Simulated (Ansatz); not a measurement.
One change: `C=C=C(O)F` becomes `C=C=C(F)N[SiH3]`.

Ansatz, PBE0-D4/def2-TZVP geometries, multiplicity 1. Each molecule was computed in one conformer, which needn't be the lowest.

```json
{"property": "HOMO–LUMO gap (ωB97M-V/def2-TZVPP) / eV", "`C=C=C(O)F`": "10.45"}
{"property": "LUMO energy (B3LYP/def2-TZVPP) / eV", "`C=C=C(O)F`": "-0.91"}
{"property": "LUMO energy (PBE/def2-TZVPP) / eV", "`C=C=C(O)F`": "-1.68"}
{"property": "size of the dipole moment (PBE/def2-TZVPP) / D", "`C=C=C(O)F`": "2.42"}
{"property": "LUMO energy (PBE0/def2-TZVPP) / eV", "`C=C=C(O)F`": "-0.67"}
{"property": "size of the dipole moment (B3LYP/def2-TZVPP) / D", "`C=C=C(O)F`": "2.61"}
```

**Question.** Give the same properties after the change, and the shifts. (An estimate is asked.)

**Answer.** Computed: 
```json
{"property": "HOMO–LUMO gap (ωB97M-V/def2-TZVPP) / eV", "`C=C=C(F)N[SiH3]`": "10.15", "shift": "-0.30"}
{"property": "LUMO energy (B3LYP/def2-TZVPP) / eV", "`C=C=C(F)N[SiH3]`": "-0.73", "shift": "0.18"}
{"property": "LUMO energy (PBE/def2-TZVPP) / eV", "`C=C=C(F)N[SiH3]`": "-1.52", "shift": "0.16"}
{"property": "size of the dipole moment (PBE/def2-TZVPP) / D", "`C=C=C(F)N[SiH3]`": "1.35", "shift": "-1.07"}
{"property": "LUMO energy (PBE0/def2-TZVPP) / eV", "`C=C=C(F)N[SiH3]`": "-0.51", "shift": "0.16"}
{"property": "size of the dipole moment (B3LYP/def2-TZVPP) / D", "`C=C=C(F)N[SiH3]`": "1.46", "shift": "-1.15"}
```

With PBE0 the HOMO rises by 0.32 eV and the LUMO rises by 0.16 eV, so the gap narrows by about 0.16 eV. PBE moves the HOMO by 0.21 eV and ωB97M-V by 0.35 eV. Dipoles are sizes alone; their direction can turn.

B3LYP here is the variant with VWN-RPA as its local correlation; programs differ in this.
